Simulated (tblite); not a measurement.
Compound: C₄H₁₁NS₂Si.
Cartesian coordinates in Å at the GFN2-xTB level; atoms count from 1:
```xyz
19
C4H11NS2Si angstrom
C      3.705   -0.204   -0.140
C      2.418    0.078   -0.048
S      1.166   -1.141   -0.252
Si    -0.578    0.034    0.220
N     -0.521    1.436   -0.756
C     -1.523    2.476   -0.671
S     -2.328   -1.176   -0.066
C     -1.795   -2.766    0.645
H      4.451    0.562   -0.016
H      4.050   -1.202   -0.342
H      2.045    1.070    0.150
H     -0.491    0.465    1.612
H     -0.155    1.346   -1.694
H     -1.106    3.418   -1.027
H     -1.817    2.591    0.369
H     -2.417    2.238   -1.254
H     -2.559   -3.492    0.389
H     -1.713   -2.672    1.723
H     -0.842   -3.052    0.213
```

Computed values, GFN2-xTB/tblite, gas phase, harmonic and unscaled. The method is semi-empirical: single wavenumbers can be off by several per cent or more. Modes of hydrogen on silicon can be 10 to 20 % off. One conformer, not necessarily the lowest.

Harmonic wavenumbers (cm⁻¹): 30.6, 44.2, 52.2, 68.6, 85.5, 103.2, 113.9, 147.6, 160.3, 206.0, 224.2, 280.2, 356.0, 468.6, 522.4, 554.6, 571.2, 650.1, 679.3, 720.2, 724.9, 837.8, 847.6, 950.8, 962.6, 987.0, 1015.5, 1064.3, 1108.7, 1154.7, 1246.9, 1321.0, 1349.3, 1376.3, 1421.3, 1448.4, 1453.9, 1486.4, 1494.9, 1653.3, 2266.8, 2947.7, 2994.2, 3038.3, 3042.5, 3047.7, 3063.8, 3084.3, 3108.5, 3142.3, 3419.1.

A = 1463, B = 825.6, C = 549.0 MHz; mass 165.010 u (most abundant isotopes); point group C1, symmetry number 1.

Question: What is the zero-point energy?

Answer: Half the sum of the wavenumbers: 31550 cm⁻¹ = 377.42 kJ/mol.

Question: What is S at 273.15 K and 1 bar for an ideal gas of classical rigid rotors and harmonic oscillators?

Answer: Translation 170.72, rotation 126.78, vibration 182.70: S = 480.2 J/(mol K).

Question: And Cp and H(273.15 K) − H(0)?

Answer: Cp = 179.24 J/(mol K), of which vibrations give 145.98 (their classical limit is 51 R = 424.0); H(273.15 K) − H(0) = 32.68 kJ/mol without the zero-point energy, 23.59 from vibrations.

Question: How do the functions run with temperature in this model?

Answer: 
```
T (K)  S (J/(mol K))  Cp (J/(mol K))  H − H(0) (kJ/mol)  G − H(0) (kJ/mol)  ln q(vib)
  100          340.0           110.2               7.54             -26.46       4.06
  200          429.0           150.5              20.62             -65.19       8.67
  300          497.5           189.6              37.63            -111.62      12.59
  500          610.8           256.1              82.56            -222.84      19.40
  800          746.3           320.3             169.83            -427.24      28.15
 1000          821.0           349.1             236.90            -584.15      33.29
```

q(vib) and H(0) count from the zero-point level.

Question: What must be added to the electronic energy to get the Gibbs energy at 273.15 K and 1 bar?

Answer: ZPE + [H(273.15 K) − H(0)] − T·S = 377.42 + 32.68 − 131.17 = 278.93 kJ/mol.

Hindered rotation and anharmonicity are outside this model. Other conformers, if any are populated, would add a mixing term that is left out. The structure is chiral; the term R ln 2 for an equal mix with its mirror image is left out.
